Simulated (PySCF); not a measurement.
## How the functional moves excitation energies

Compound: AlBrH2.
Atom-mapped SMILES: `[AlH2:1][Br:2]` (hydrogens: H3, H4 on Al1)

Linear-response calculations in the def2-SVPD basis (PySCF; singlets by full response, triplets Tamm–Dancoff, core orbitals frozen in the response; HF means time-dependent Hartree–Fock). 'Strongest' is the level of largest summed f among the singlets computed (10 roots, of which the last may lack a degenerate partner); it can jump between rows when another state enters that window. S1 is the lowest singlet of each run and needn't be the same state throughout; f(S1) is that of one state. Geometry: PBE0-D3(BJ)/def2-SVP; no solvent, vibrations or thermal averaging. Relativistic effects, spin–orbit coupling among them, are left out although an element past zinc is present.

| functional | kind | S1 (eV) | f(S1) | strongest (eV) | T1 (eV) | HOMO (eV) | gap (eV) | ionisation energy, ΔSCF (eV) |
| --- | --- | --- | --- | --- | --- | --- | --- | --- |
| LDA | LDA | 4.41 | 0.000 | 6.75 | 4.22 | -7.11 | 4.32 | 10.27 |
| PBE | GGA | 4.55 | 0.000 | 6.77 | 4.32 | -7.04 | 4.49 | 10.18 |
| B3LYP | global hybrid, 20% exact exchange | 4.94 | 0.000 | 7.07 | 4.71 | -8.04 | 6.05 | 10.49 |
| PBE0 | global hybrid, 25% exact exchange | 5.08 | 0.000 | 7.28 | 4.76 | -8.28 | 6.49 | 10.52 |
| BHandHLYP | global hybrid, 50% exact exchange | 5.50 | 0.000 | 7.61 | 5.16 | -9.39 | 8.39 | 10.70 |
| CAM-B3LYP | range-separated hybrid | 5.24 | 0.000 | 7.39 | 4.92 | -9.59 | 8.74 | 10.73 |
| wB97X-D | range-separated hybrid | 5.31 | 0.000 | 8.64 | 5.06 | -10.15 | 10.06 | 10.70 |
| LC-wPBE | range-separated hybrid | 5.61 | 0.000 | 9.04 | 5.13 | -10.98 | 11.22 | 10.96 |
| HF | Hartree–Fock | 6.29 | 0.000 | 9.51 | 5.61 | -11.20 | 12.16 | not settled |

S1 runs from 4.41 eV (LDA) to 6.29 eV (HF), a spread of 1.88 eV, while the orbital gap spreads over 7.8 eV. Along PBE (0%), B3LYP (20%), PBE0 (25%), BHandHLYP (50%), HF (100%) S1 rises with the share of exact exchange. −ε(HOMO) comes closest to its own ΔSCF ionisation energy with LC-wPBE (+0.02 eV) and misses most with LDA (-3.16 eV). 'Not settled' means that the ion's SCF failed to converge or may have ended in another state than the lowest.
